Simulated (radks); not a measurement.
Results of a calculation; reference values are marked as such.
Mean orbital radii <r> (bohr) of the indium ion In2+, [Kr] 4d10 5s1, at several levels of relativity; Dirac values are averaged over j with weights 2j + 1. Spin-unpolarised spherical Kohn-Sham, LDA (Slater exchange, Perdew-Wang correlation), point nucleus unless stated (finite: rms radius 4.6156 fm), a radial shooting solver on a logarithmic mesh with Libxc functionals. A level marked "c x" has the speed of light scaled by that factor.

| shell | non-rel. | scalar-rel., finite nucleus | Dirac | Dirac, finite nucleus | change of magnitude, last against first (%) |
|---|---|---|---|---|---|
| 1s | 0.03108 | 0.02974 | 0.02974 | 0.02974 | -4.31 |
| 2s | 0.1344 | 0.1286 | 0.1282 | 0.1282 | -4.61 |
| 2p | 0.1147 | 0.1122 | 0.1120 | 0.1120 | -2.31 |
| 3s | 0.3623 | 0.3492 | 0.3489 | 0.3490 | -3.69 |
| 3p | 0.3534 | 0.3476 | 0.3472 | 0.3472 | -1.73 |
| 3d | 0.3246 | 0.3246 | 0.3246 | 0.3246 | +0.02 |
| 4s | 0.8783 | 0.8476 | 0.8476 | 0.8476 | -3.50 |
| 4p | 0.9344 | 0.9211 | 0.9208 | 0.9208 | -1.46 |
| 4d | 1.157 | 1.167 | 1.168 | 1.168 | +0.92 |
| 5s | 2.406 | 2.322 | 2.322 | 2.322 | -3.50 |
